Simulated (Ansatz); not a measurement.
`CC[SiH](F)I` + `BN[SiH3]` → `BN([SiH3])CC` + `F[SiH2]I`  (substitution at a C–Si bond)

Program: Ansatz. Geometries: PBE0-D4/def2-TZVP. ΔE: electronic, gas phase. CCSD(T)/CBS adds triple-zeta CCSD(T) − MP2 to the extrapolated MP2 energy (def2 sets, frozen cores). DFT in def2-TZVPP. B3LYP here is the variant with VWN-RPA as its local correlation; programs differ in this. Elements past krypton have def2 core potentials. For I outer-core shells are correlated without core-valence functions, which leaves a few kJ/mol of doubt a bond. Each species was taken in one conformer, which may not be the lowest.

```csv
level,ΔE (kJ/mol)
ωB97X-V,73.0
ωB97M-V,76.9
PBE,75.1
B3LYP,74.4
SCS-MP2/def2-TZVPP,71.0
HF/def2-QZVPP,72.6
HF/CBS(def2),72.5
CCSD/CBS(def2),75.7
```

Task: What does CCSD(T)/CBS give? (Estimate.)

Result: Computed: +74.8 kJ/mol. The listed levels differ from it by -1.8, 2.1, 0.3, -0.4, -3.8, -2.2, -2.3, 0.9 kJ/mol.

Largest T1 diagnostic among the species: 0.012.
